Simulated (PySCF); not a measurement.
# Te (tellurium, neutral): UHF calculation

Configuration: [Kr] 4d10 5s1 5p4 5d1, one real determinant (an excited configuration). Calculation: PySCF 2.14, in aug-cc-pVQZ-DK3 (9s8p6d3f2g, 102 functions); scalar relativity by spin-free X2C-1e.

| Item | Value |
| --- | --- |
| Total energy | -6790.035432 hartree |
| One-electron energy | -9311.2380 hartree |
| Hartree (Coulomb) energy | 2696.0596 hartree |
| Exchange energy | -174.8571 hartree |
| ⟨S²⟩ | 6.0188 |
| ⟨L²⟩ | 8.069 |
| Sum of ⟨r⟩ | 39.28 bohr |
| Sum of ⟨r²⟩ | 76.18 bohr² |
| Traceless quadrupole moment −½Σ⟨3z² − r²⟩ along its main axis | 3.56 e·bohr² |
| Langevin diamagnetic susceptibility | -60.3 ×10⁻⁶ cm³/mol |

```json
{"shell": "1s α", "electrons": "1", "mean orbital energy (eV)": "-31971.0", "spread (eV)": "0", "rms radius, mean of both spins (bohr)": "0.0318"}
{"shell": "1s β", "electrons": "1", "mean orbital energy (eV)": "-31970.7", "spread (eV)": "0", "rms radius, mean of both spins (bohr)": "0.0318"}
{"shell": "2s α", "electrons": "1", "mean orbital energy (eV)": "-5004.0", "spread (eV)": "0", "rms radius, mean of both spins (bohr)": "0.130"}
{"shell": "2s β", "electrons": "1", "mean orbital energy (eV)": "-5003.9", "spread (eV)": "0", "rms radius, mean of both spins (bohr)": "0.130"}
{"shell": "2p α", "electrons": "3", "mean orbital energy (eV)": "-4488.9", "spread (eV)": "0.067", "rms radius, mean of both spins (bohr)": "0.116"}
{"shell": "2p β", "electrons": "3", "mean orbital energy (eV)": "-4488.7", "spread (eV)": "0.054", "rms radius, mean of both spins (bohr)": "0.116"}
{"shell": "3s α", "electrons": "1", "mean orbital energy (eV)": "-1041.3", "spread (eV)": "0", "rms radius, mean of both spins (bohr)": "0.343"}
{"shell": "3s β", "electrons": "1", "mean orbital energy (eV)": "-1040.9", "spread (eV)": "0", "rms radius, mean of both spins (bohr)": "0.343"}
{"shell": "3p α", "electrons": "3", "mean orbital energy (eV)": "-869.25", "spread (eV)": "0.144", "rms radius, mean of both spins (bohr)": "0.343"}
{"shell": "3p β", "electrons": "3", "mean orbital energy (eV)": "-868.94", "spread (eV)": "0.035", "rms radius, mean of both spins (bohr)": "0.343"}
{"shell": "3d α", "electrons": "5", "mean orbital energy (eV)": "-608.08", "spread (eV)": "0.172", "rms radius, mean of both spins (bohr)": "0.322"}
{"shell": "3d β", "electrons": "5", "mean orbital energy (eV)": "-607.96", "spread (eV)": "0.078", "rms radius, mean of both spins (bohr)": "0.322"}
{"shell": "4s α", "electrons": "1", "mean orbital energy (eV)": "-198.15", "spread (eV)": "0", "rms radius, mean of both spins (bohr)": "0.814"}
{"shell": "4s β", "electrons": "1", "mean orbital energy (eV)": "-197.15", "spread (eV)": "0", "rms radius, mean of both spins (bohr)": "0.814"}
{"shell": "4p α", "electrons": "3", "mean orbital energy (eV)": "-142.23", "spread (eV)": "0.408", "rms radius, mean of both spins (bohr)": "0.876"}
{"shell": "4p β", "electrons": "3", "mean orbital energy (eV)": "-141.53", "spread (eV)": "0.068", "rms radius, mean of both spins (bohr)": "0.876"}
{"shell": "4d α", "electrons": "5", "mean orbital energy (eV)": "-57.823", "spread (eV)": "0.587", "rms radius, mean of both spins (bohr)": "1.04"}
{"shell": "4d β", "electrons": "5", "mean orbital energy (eV)": "-57.183", "spread (eV)": "0.208", "rms radius, mean of both spins (bohr)": "1.04"}
{"shell": "5s α", "electrons": "1", "mean orbital energy (eV)": "-26.877", "spread (eV)": "0", "rms radius, mean of both spins (bohr)": "2.21"}
{"shell": "5p α", "electrons": "3", "mean orbital energy (eV)": "-13.959", "spread (eV)": "1.500", "rms radius, mean of both spins (bohr)": "2.72"}
{"shell": "5p β", "electrons": "1", "mean orbital energy (eV)": "-9.091", "spread (eV)": "0", "rms radius, mean of both spins (bohr)": "2.72"}
{"shell": "5d α", "electrons": "1", "mean orbital energy (eV)": "-2.001", "spread (eV)": "0", "rms radius, mean of both spins (bohr)": "4.76"}
```

⟨L²⟩ = 8.07 against 12 for a pure F term, so this real determinant mixes terms. The outer electron is Rydberg-like, and this basis confines it to a smaller radius and binds it less than a complete one would.

Densities and radii are taken from the X2C orbitals without a picture-change correction, which distorts them close to the nucleus.

Spin-orbit constants ζ (cm⁻¹) from the X2C one-electron operator on these orbitals: bare nucleus, nucleus screened by l(l+1)(2l+1)/3 electrons, and screened by the Breit-Pauli mean field of the electrons.

```
shell     bare  screened nucleus  mean field
   2p  1466000           1409000         n/a
   3p   276700            266100         n/a
   3d    41910             33850         n/a
   4p    50010             48090         n/a
   4d     5575              4503         n/a
   5p     4565              4390         n/a
   5d    156.4             126.3         n/a
```

To first order the Landé constant is A = -344.8 cm⁻¹, so the lowest level has J = 5 and lies 0.256 eV below the centre of the term. This holds in LS coupling only.
